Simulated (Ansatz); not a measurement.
Basis sets compared for the cluster Al7H. Total charge 0; singlet. Geometry B3LYP-D4/def2-SVP. Ansatz on 4 threads of AMD EPYC 7B13 on a shared host; times are rough, and most runs start from earlier orbitals.

```xyz
8

Al    1.717   -0.277    2.198
Al    0.258    2.012   -1.831
Al   -0.745   -1.081    1.056
Al   -0.540   -0.119   -2.927
Al   -2.228   -0.762   -1.023
Al    0.759    1.809    0.672
Al    0.860   -0.407   -0.743
H    -0.081   -1.175    2.598
```

The restricted singlet is unstable towards broken spin symmetry in Hartree–Fock (as tested in another run); at PBE-D4/def2-SVP, PBE-D4/def2-TZVP, PBE0-D4/def2-SVP, PBE0-D4/def2-TZVP this wasn't settled. Another isomer (singlet) lies 0.94 eV lower at PBE0-D4/def2-TZVP; other spin states weren't run for this one.

Binding counts from free atoms (Al doublet, H doublet) in the same basis, without a counterpoise term.

```
           level  functions  energy (Eh)  HOMO (eV)  LUMO (eV)  binding per atom (eV)  wall time
 PBE-D4/def2-SVP        131   -1696.1343      -4.68      -3.66                   2.19      1.8 s
PBE0-D4/def2-SVP        131   -1696.2669      -5.29      -3.22                   2.09      2.4 s
```

Task: Estimate the rows for PBE-D4/def2-TZVP (with forces), PBE0-D4/def2-TZVP.

Result: 
```
                         level  functions  energy (Eh)  HOMO (eV)  LUMO (eV)  binding per atom (eV)  wall time
PBE-D4/def2-TZVP (with forces)        265   -1696.7366      -4.56      -3.56                   2.19      4.6 s
             PBE0-D4/def2-TZVP        265   -1696.8609      -5.15      -3.10                   2.10        9 s
```
